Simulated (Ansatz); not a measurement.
Ideal-gas functions of C₂H₅BS (`BC(C)=S`) at 500 K and 1 bar, from an Ansatz frequency run at PBE0-D4/def2-TZVP.

Molar mass 71.94 g/mol, point group Cs (symmetry number 1), electronic degeneracy 1, moments of inertia 49.589, 94.141, 136.284 u Å². Harmonic wavenumbers (cm⁻¹, unscaled): 134, 283, 290, 322, 648, 735, 791, 874, 948, 994, 1143, 1163, 1352, 1393, 1450, 1468, 2559, 2641, 3035, 3096, 3146.

Use S(trans) = R[1.5 ln M + 2.5 ln T − 1.1517]; rotational temperatures θ = 24.2544 K / I; S(rot) = R[ln(√π/σ · √(T³/θAθBθC)) + 1.5]; for each mode x = 1.438777 ν̃/T, S = R[x/(eˣ − 1) − ln(1 − e⁻ˣ)] and H = RT x/(eˣ − 1); 1 cm⁻¹ = 0.0119627 kJ/mol; R = 8.31446 J/(mol·K).

Task: By hand: the entropy, in J/(mol·K).

Result: Translation 172.9. Rotation: θ = 0.4891, 0.2576, 0.178 K, giving 110.5. Vibration, mode by mode: 16.29, 10.25, 10.06, 9.24, 4.24, 3.48, 3.07, 2.54, 2.15, 1.93, 1.38, 1.31, 0.85, 0.77, 0.67, 0.64, 0.04, 0.04, 0.01, 0.01, 0.01, in all 69.0. Electronic 0.0. Sum 352.4 J/(mol·K).

Task: By hand: H − E and G − E in kJ/mol, counted from the electronic energy.

Result: Zero-point energy ½ × 28465 × 0.0119627 = 170.3; thermal vibration 19.7; translation, rotation and pV give 4 RT = 16.6. H − E = 206.6 kJ/mol, and G − E = 206.6 − 500 × 352.4/1000 = 30.4 kJ/mol.

Vibration gives 20 % of the entropy, 16.3 J/(mol·K) of it from the mode under 150 cm⁻¹: soft modes count most, and the harmonic formula is weakest for them.
